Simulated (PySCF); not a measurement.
diboron dicarbonyl (C2B2O2), SMILES [O+]#C[B-]#[B-]C#[O+].

Coordinates come from a PBE0-D3(BJ)/def2-SVP optimisation.

Method: PBE0-D3(BJ)/def2-SVP (PySCF).

Frequencies are harmonic and unscaled.

Modes within 1.5 cm⁻¹ of each other (mostly degenerate sets) share a row, with their intensities summed.

Computed normal modes with their intensities:
```tsv
mode	ν (cm⁻¹)	IR (km/mol)	Raman (Å⁴/amu)	depolarisation	moving atoms (share of kinetic energy)
1–2	68	0.0	0.0	–	B 54 %, O 45 %
3–4	243	0.0	34.5	0.75	B 63 %, C 21 %, O 16 %
5	490	0.0	67.3	0.23	O 60 %, C 36 %
6–7	541	47.4	0.0	–	C 68 %, B 18 %, O 14 %
8–9	558	0.0	7.8	0.75	C 55 %, B 35 %, O 10 %
10	1098	54.0	0.0	–	B 70 %, O 26 %
11	1737	0.0	6.5	0.21	B 90 %, O 10 %
12	2172	3614.6	0.0	–	C 65 %, O 33 %
13	2241	0.3	182.9	0.46	C 64 %, O 30 %
```
